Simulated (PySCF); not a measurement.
**Structure from NMR data**

Molecular formula: C₅H₉NO. Simulated spectra:

1H NMR (500 MHz, computed): δ 4.77 (br, 1H), 3.30 (m, 2H), 2.23 (m, 2H), 1.74 (m, 2H), 1.69 (m, 2H).

13C{1H} NMR (computed): δ 173.4 (C), 46.8 (CH2), 35.3 (CH2), 27.4 (CH2), 26.3 (CH2).

Level of theory: PBE0-D3(BJ)/def2-TZVP geometry, shieldings: GIAO B97-2/pcSseg-2, in PySCF 2.14 (non-relativistic, one computed conformer, in vacuum, equivalent nuclei averaged).

δ = σ(ref) − σ, references computed at the same level: 1H (σ = 31.64 ppm), 13C (σ = 185.38 ppm) vs TMS.

Propose a structure and justify it.

Answers


1. Rings plus π bonds: 2 (1 ring in the answer).
2. 5 carbon signals for 5 carbons: no two carbons are equivalent.
3. Carbon types of the structure: 1 × C, 4 × CH2, leaving 1 H on heteroatoms.
4. δC 173.4: amide carbonyl carbon; lone-pair donation from the attached heteroatom keeps it upfield of a ketone carbonyl.
5. δC 46.8: sp3 CH2 bonded to N; pulled downfield by the heteroatom.
6. δC 35.3: sp3 CH2 α to a carbonyl; α to the electron-withdrawing carbonyl group.
7. δC 27.4, 26.3: sp3 CH2 in a ring; a saturated carbon with 2 carbon neighbours and no heteroatom attached.
8. δH 4.77: hydrogen on an amide-type nitrogen; exchangeable, gas-phase position.
9. δH 3.30: hydrogen on an sp3 CH2 bonded to N; its carbon carries N, an electronegative neighbour.
10. δH 2.23: hydrogen on an sp3 CH2 α to a carbonyl; α to C=O.

These data were computed for delta-Valerolactam (C1CC(=O)NCC1).

The data come from this structure; uniqueness wasn't tested.

Exchangeable OH/NH protons stand at their gas-phase positions; hydrogen bonding in a real sample shifts them, mostly to higher δ. Amide-type NH protons are broadened by 14N but still split neighbouring CH signals. Shifts are as computed. Against solution values, carbons near 30 ppm lie about +3 ppm off and those near 130 ppm about +7 ppm. Of 1211 compounds with measured shifts, 218 miss one by over three times the rms of a fit or turn the order of signals round; such compounds aren't used in these exercises. The C=O carbon of an acid or of an amide with N–H lies up to 10 ppm further downfield in solution, through hydrogen bonding that the calculation lacks. No couplings were computed; multiplicities are counted from neighbouring protons, with m where these are inequivalent, close in shift, in a saturated or five-membered ring or joined by F or P, and br s for small geminal =CH2 splittings.
